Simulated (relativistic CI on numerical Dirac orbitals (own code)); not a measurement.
Charge states of barium

Calculated at this level of theory: Dirac-Coulomb-Breit CI, separate exchange-only KLI orbitals for each configuration, a model potential for QED, valence Slater integrals scaled by 0.9 (own radial code, finite nucleus).

Each species is treated in one configuration, given outside its closed core. Radial values are for the open shell of highest l, unscaled and averaged over j; ζ includes the Breit term. Labels give the leading LS character, summed over repeated terms.

| Ion | Configuration | Its lowest level | LS weight (%) | ⟨r⟩ (bohr) | ⟨r²⟩ (bohr²) | F² (cm⁻¹) | F⁴ (cm⁻¹) | Next level | E (cm⁻¹) |
| --- | --- | --- | --- | --- | --- | --- | --- | --- | --- |
| Ba | 6s2 | 1S_0 | 100 |  |  |  |  |  |  |
| Ba⁺ | 6s | 2S_1/2 | 100 | 4.491 | 22.6 |  |  |  |  |
| Ba²⁺ | 4d10.5s2.5p6 | 1S_0 | 100 |  |  |  |  |  |  |
| Ba³⁺ | 4d10.5s2.5p5 | ? | ? | ? | ? | ? | ? | ? | ? |
| Ba⁴⁺ | 4d10.5s2.5p4 | 3P_2 | 86 | 1.792 | 3.601 | 59960 |  | 3P_0 | 11852 |
| Ba⁵⁺ | 4d10.5s2.5p3 | 4S°_3/2 | 78 | 1.743 | 3.4 | 61730 |  | 2D°_3/2 | 19293 |
| Ba⁶⁺ | 4d10.5s2.5p2 | 3P_0 | 88 | 1.699 | 3.225 | 63360 |  | 3P_1 | 14992 |
| Ba⁷⁺ | 4d10.5s2.5p | 2P°_1/2 | 100 | 1.659 | 3.07 |  |  | 2P°_3/2 | 23667 |
| Ba⁸⁺ | 4d10.5s2 | 1S_0 | 100 |  |  |  |  |  |  |
| Ba⁹⁺ | 4d10.5s | 2S_1/2 | 100 | 1.445 | 2.325 |  |  |  |  |
| Ba¹⁰⁺ | 4d10 | 1S_0 | 100 |  |  |  |  |  |  |
| Ba¹¹⁺ | 4d9 | 2D_5/2 | 100 | 0.7645 | 0.6714 |  |  | 2D_3/2 | 21791 |
| Ba¹²⁺ | 4d8 | 3F_4 | 96 | 0.7518 | 0.6484 | 134900 | 90840 | J = 2 (mixed) | 15694 |
| Ba¹³⁺ | 4d7 | 4F_9/2 | 85 | 0.7398 | 0.6271 | 137200 | 92510 | 4F_7/2 | 18338 |
| Ba¹⁴⁺ | 4d6 | 5D_4 | 82 | 0.7283 | 0.6071 | 139400 | 94130 | 5D_2 | 12634 |
| Ba¹⁵⁺ | 4d5 | 6S_5/2 | 84 | 0.7173 | 0.5884 | 141500 | 95710 | J = 5/2 (mixed) | 37137 |
| Ba¹⁶⁺ | 4d4 | 5D_0 | 62 | 0.7068 | 0.5708 | 143600 | 97250 | 5D_1 | 11506 |
| Ba¹⁷⁺ | 4d3 | 4F_3/2 | 81 | 0.6966 | 0.5543 | 145700 | 98750 | 4F_5/2 | 15537 |
| Ba¹⁸⁺ | 4d2 | 3F_2 | 87 | 0.6869 | 0.5386 | 147700 | 100200 | 3F_3 | 23302 |
| Ba¹⁹⁺ | 4d | 2D_3/2 | 100 | 0.6774 | 0.5237 |  |  | 2D_5/2 | 29067 |
| Ba²⁰⁺ | 3d10.4s2.4p6 | 1S_0 | 100 |  |  |  |  |  |  |
| Ba²¹⁺ | 3d10.4s2.4p5 | 2P°_3/2 | 100 | 0.6398 | 0.462 |  |  | 2P°_1/2 | 157510 |
| Ba²²⁺ | 3d10.4s2.4p4 | 3P_2 | 75 | 0.6338 | 0.4534 | 163100 |  | 1S_0 | 42526 |
| Ba²³⁺ | 3d10.4s2.4p3 | J = 3/2 (mixed) | 40 | 0.628 | 0.445 | 164500 |  | J = 3/2 (mixed) | 136810 |

Question: Fill in the row of Ba³⁺.

Answer: Its lowest level 2P°_3/2; LS weight (%) 100; ⟨r⟩ (bohr) 1.847; ⟨r²⟩ (bohr²) 3.835; Next level 2P°_1/2; E (cm⁻¹) 17884.

With one configuration, terms of near-neutral atoms and ions can be 10 to 25 % off, and close levels can change places.
